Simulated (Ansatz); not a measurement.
GeCl2, SMILES [Cl][Ge][Cl] (connectivity only; charge and spin as stated), neutral, multiplicity 1.

Geometry: PBE0-D3(BJ)/def2-TZVP. The isomer is the one that the SMILES or the coordinates give; other isomers of the formula were not compared.

Two levels are set side by side: PBE/def2-TZVPD (Ansatz, a program for electronic structure) and PBE0/def2-TZVPD (Ansatz). Energy differences of separate SCF runs at the same geometry; the states with an electron removed or added have multiplicity 2 and 2. Differences are taken from unrounded values.

```
quantity                            PBE0
---------------------------------  -----
vertical ionisation energy (eV)    10.30
vertical electron affinity (eV)     1.23
vertical singlet–triplet gap (eV)   2.72
```

Task: What does PBE give, and how far is it from PBE0? (An estimate is asked for; the answer gives what the named calculation found.)

Result: 
```json
[
 {"quantity": "vertical ionisation energy (eV)", "PBE": "10.12", "PBE minus PBE0": "-0.18"},
 {"quantity": "vertical electron affinity (eV)", "PBE": "1.10", "PBE minus PBE0": "-0.14"},
 {"quantity": "vertical singlet–triplet gap (eV)", "PBE": "2.80", "PBE minus PBE0": "0.07"}
]
```
